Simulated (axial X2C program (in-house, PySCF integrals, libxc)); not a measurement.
## Bond lengths and stretching modes, held linear, of FInF

Calculated with an in-house all-electron X2C program for linear molecules (integrals from PySCF): two-component X2C with atomic mean-field Coulomb and Gaunt terms, Gaussian nuclei, basis F dyall-av3z, In dyall-v3z with contracted cores. Spin-free rows use the one-electron spin-free X2C Hamiltonian.

Masses F 18.998, In 114.904, F 18.998 u. States: 2c Ω = 1/2 (beyond evenly filled blocks: ω = 1/2); spin-free M_S = 1/2, Λ = 0 (beyond evenly filled blocks: σα).

PBE, spin-free: energies above the lowest point

| r(F–In) (Å) | r(In–F) (Å) | E (meV) |
| --- | --- | --- |
| 1.9510 | 1.9510 | 110.98 |
| 1.9510 | 2.0010 | 61.61 |
| 1.9510 | 2.0510 | 51.54 |
| 2.0010 | 1.9510 | 61.61 |
| 2.0010 | 2.0010 | 14.22 |
| 2.0010 | 2.0510 | 6.13 |
| 2.0010 | 2.1010 | 27.97 |
| 2.0510 | 1.9510 | 51.54 |
| 2.0510 | 2.0010 | 6.13 |
| 2.0510 | 2.0510 | 0.00 |
| 2.1010 | 2.0010 | 27.97 |
| 2.1010 | 2.1010 | 49.34 |

Q: Fit a quadratic surface with cubic terms in each bond: where is the minimum, and what are the two stretching wavenumbers?

A: At PBE, spin-free: bonds 2.035 and 2.035 Å; harmonic stretches 446.1 and 485.0 cm⁻¹; force constants 2.1, 2.1 and coupling 0.12 mdyn/Å.

The other levels and Hamiltonians give:

| Hamiltonian | level | r(F–In) (Å) | r(In–F) (Å) | lower stretch (cm⁻¹) | upper stretch (cm⁻¹) |
| --- | --- | --- | --- | --- | --- |
| 2c | PBE0 | 2.006 | 2.006 | 477.8 | 515.3 |
| 2c | HF | 1.986 | 1.986 | 512.4 | 547.3 |
| 2c | PBE | 2.036 | 2.036 | 446.1 | 484.8 |
| 2c | MP2 | 1.998 | 1.998 | 501.6 | 543.7 |
| spin-free | PBE0 | 2.006 | 2.006 | 477.8 | 515.5 |
| spin-free | HF | 1.985 | 1.985 | 512.5 | 547.5 |
| spin-free | MP2 | 1.997 | 1.997 | 501.5 | 543.8 |

Each state is one determinant, the lowest of a limited PBE0 search; the stretches come from a fit to these few points and carry an uncertainty of a few per cent. Other orders of the atoms were not compared. MP2 freezes inner shells (threshold -2 hartree). The molecule was held linear; bending was not examined, so a bent shape may lie lower.
